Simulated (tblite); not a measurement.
Distances in Å between the heavy atoms of a computed structure (GFN2-xTB; lower triangle, same order across):
```
C1    0.00
C2    1.47  0.00
O3    2.46  1.34  0.00
Si4   3.26  2.74  1.62  0.00
C5    5.00  4.08  2.74  1.93  0.00
F6    5.65  4.67  3.41  2.74  1.36  0.00
F7    5.92  5.19  3.88  2.71  1.36  2.17  0.00
```

Hydrogens: 3 on C1, 1 on C2, 2 on Si4, 1 on C5.

Doublet state.

Q: Read off the bonds between heavy atoms and their formal orders.

A: C1–C2 (single); C2–O3 (single); O3–Si4 (single); Si4–C5 (single); C5–F6 (single); C5–F7 (single).

Q: Which species is it?

A: `C[CH]O[SiH2]C(F)F`, C3H7F2OSi.

Q: Describe the place of each heavy atom.

A: C1: carbon bonded to C and 3 H; C2: carbon bonded to C, O and H; O3: oxygen bonded to C and Si; Si4: silicon bonded to C, O and 2 H; C5: carbon bonded to 2 F, Si and H; F6/F7: fluorine bonded to C.

The values belong to the conformer `[CH3:1][CH:2][O:3][SiH2:4][CH:5]([F:6])[F:7]`: C1–C2–O3–Si4 -9°, C2–O3–Si4–C5 -178°, O3–Si4–C5–F6 91°.
